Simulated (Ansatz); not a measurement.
The lowest singlet and triplet of SO2 (SMILES O=S=O); geometries from B3LYP-D3(BJ)/def2-TZVP, each state relaxed from the structure named, with no frequency check.
Singlet (charge 0, multiplicity 1):
```xyz
3

O     -1.23051    -0.39238     0.00000
S     -0.00789     0.36567     0.00000
O      1.24628    -0.33896     0.00000
```

| level | gap E(singlet) − E(triplet), vertical, at the singlet's geometry (kcal/mol) | cost |
|---|---|---|
| R-HF/cc-pV(D+d)Z | -55.67 | - |
| R-HF/cc-pV(T+d)Z | -56.48 | - |
| U-HF/cc-pV(Q+d)Z | -56.17 | - |
| U-SVWN5/def2-TZVPP | -75.23 | ×0.7 |
| U-PBE0/def2-TZVPP | -70.19 | ×0.8 |
| U-B2PLYP/def2-TZVPP | -76.23 | ×2 |
| U-MP2/cc-pV(Q+d)Z | -100.81 | - |
| R-CCSD/cc-pV(D+d)Z | -77.40 | - |
| R-CCSD/cc-pV(Q+d)Z | -78.21 | - |
| R-CCSD(T)/cc-pV(T+d)Z | -80.35 | ×4 |
| SA-CASSCF(12,9)/cc-pV(T+d)Z | -90.26 | - |
| FIC-NEVPT4(SD) on SA-CASSCF(12,9)/cc-pV(D+d)Z | -79.66 | - |
| FIC-NEVPT4(SD) on SA-CASSCF(12,9)/cc-pV(T+d)Z | -80.69 | - |
| FIC-MRCISD+Q on SA-CASSCF(12,9)/cc-pV(Q+d)Z | -82.14 | - |

The rows run from -100.81 (U-MP2/cc-pV(Q+d)Z) to -55.67 kcal/mol (R-HF/cc-pV(D+d)Z). The 3 U-functionals in def2-TZVPP without D3 or D4 span 6.04, from U-B2PLYP to U-PBE0.

A positive gap puts the triplet lower; no zero-point energy. R- takes a restricted singlet. U- takes an unrestricted singlet (broken symmetry where lower, unprojected). The triplet is unrestricted in single-reference levels. Active spaces average the two states.

Frozen-core correlation.

Doubts at one or more of the structures used: a restricted determinant that unrestricted orbitals would lower (R-HF/cc-pV(D+d)Z, R-HF/cc-pV(T+d)Z, R-CCSD/cc-pV(D+d)Z, R-CCSD/cc-pV(Q+d)Z, R-CCSD(T)/cc-pV(T+d)Z); T1 above 0.05 (R-CCSD/cc-pV(D+d)Z, R-CCSD/cc-pV(Q+d)Z, R-CCSD(T)/cc-pV(T+d)Z).

Programs: Ansatz (an electronic-structure program). Values without a source in brackets are computed.

Costs are rough ratios of core time to R-PBE/def2-TZVPP (about 4 s over the structures, on one shared machine); a dash marks a level with no comparable run of its own.
